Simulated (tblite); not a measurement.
Species: C7H12 (charge +1 and doublet state).
Structure used (GFN2-xTB), in Å, numbered top down from 1:
```
atom  x, y, z in Å
C1     2.199    0.639    0.363
C2     1.534   -0.231   -0.678
C3     0.081   -0.177   -0.739
C4    -0.854   -0.767   -1.571
C5    -1.999   -0.333   -0.751
C6    -0.978    0.424    0.151
C7    -0.930    0.017    1.613
H8     2.013    0.261    1.369
H9     3.276    0.641    0.216
H10    1.830    1.662    0.320
H11    1.871   -1.275   -0.579
H12    1.893    0.032   -1.690
H13   -0.791   -1.315   -2.495
H14   -2.730    0.288   -1.276
H15   -2.561   -1.137   -0.271
H16   -1.059    1.509    0.064
H17   -1.883    0.273    2.073
H18   -0.765   -1.053    1.716
H19   -0.156    0.551    2.158
```

All values are computed: GFN2-xTB (tblite) harmonic vibrations without scaling, gas phase. The method is semi-empirical: single wavenumbers can be off by several per cent or more. One conformer, not necessarily the lowest. Open shells enter through the occupations alone, without spin polarisation, and single modes of such species can be off by tens of per cent.

Harmonic wavenumbers (cm⁻¹): 67.6, 101.8, 159.8, 176.5, 222.3, 224.0, 340.6, 388.7, 466.9, 596.6, 643.5, 677.7, 777.5, 831.8, 900.2, 934.7, 946.5, 986.4, 996.9, 1030.0, 1068.3, 1080.5, 1111.2, 1137.8, 1142.1, 1156.0, 1221.9, 1247.0, 1254.6, 1263.6, 1311.5, 1339.5, 1386.5, 1396.7, 1433.3, 1440.0, 1444.4, 1469.1, 1506.6, 2810.4, 2875.5, 2929.3, 2969.7, 2974.9, 2998.4, 3022.1, 3040.3, 3044.4, 3051.6, 3056.8, 3118.8.

A = 4018, B = 2193, C = 1553 MHz; mass 96.094 u (most abundant isotopes); point group C1, symmetry number 1; spin multiplicity 2.

**Question.** What is the zero-point energy?

**Answer.** ½Σν̃ = 35886 cm⁻¹ = 102.60 kcal/mol.

**Question.** Give the ideal-gas entropy at 273.15 K and 1 bar in the rigid-rotor, harmonic-oscillator model (classical rotation).

**Answer.** Translation 39.19, rotation 27.29, vibration 20.14, spin (R ln 2) 1.38: S = 88.0 cal/(mol K).

**Question.** And Cp and H(273.15 K) − H(0)?

**Answer.** Cp = 31.06 cal/(mol K), of which vibrations give 23.11 (their classical limit is 51 R = 101.3); H(273.15 K) − H(0) = 5.23 kcal/mol without the zero-point energy, 3.06 from vibrations.

**Question.** Which modes carry the vibrational entropy at 273.15 K?

**Answer.** 67.6 cm⁻¹: 4.05; 101.8 cm⁻¹: 3.25; 159.8 cm⁻¹: 2.39; 176.5 cm⁻¹: 2.20; 222.3 cm⁻¹: 1.78; 224.0 cm⁻¹: 1.77 cal/(mol K); the other 45 give 4.69 together.

**Question.** Blend soft modes into free rotors: weight 1/[1 + (100 cm⁻¹/ν̃)⁴] for the oscillator and the rest for a rotor with moment μB/(μ + B), μ = h/(8π²ν), B = 10⁻⁴⁴ kg m². What vibrational entropy results?

**Answer.** 19.17 cal/(mol K) in place of 20.14, which changes −T·S at 273.15 K by +0.26 kcal/mol.

**Question.** How do the functions run with temperature in this model?

**Answer.** 
| T (K) | S (cal/(mol K)) | Cp (cal/(mol K)) | H − H(0) (kcal/mol) | G − H(0) (kcal/mol) | ln q(vib) |
| --- | --- | --- | --- | --- | --- |
| 50 | 56.0 | 11.5 | 0.46 | -2.34 | 0.23 |
| 100 | 65.6 | 16.5 | 1.16 | -5.40 | 1.02 |
| 298.15 | 90.8 | 33.5 | 6.04 | -21.04 | 5.02 |
| 373.15 | 99.2 | 41.1 | 8.84 | -28.17 | 6.59 |
| 500 | 112.8 | 52.6 | 14.80 | -41.62 | 9.32 |
| 750 | 137.5 | 68.9 | 30.13 | -72.98 | 14.78 |
| 1000 | 158.9 | 79.6 | 48.78 | -110.09 | 20.06 |

q(vib) and H(0) count from the zero-point level.

**Question.** What must be added to the electronic energy to get the Gibbs energy at 273.15 K and 1 bar?

**Answer.** ZPE + [H(273.15 K) − H(0)] − T·S = 102.60 + 5.23 − 24.04 = 83.79 kcal/mol.

Hindered rotation and anharmonicity are outside this model. Other conformers, if any are populated, would add a mixing term that is left out. The structure is chiral; the term R ln 2 for an equal mix with its mirror image is left out.
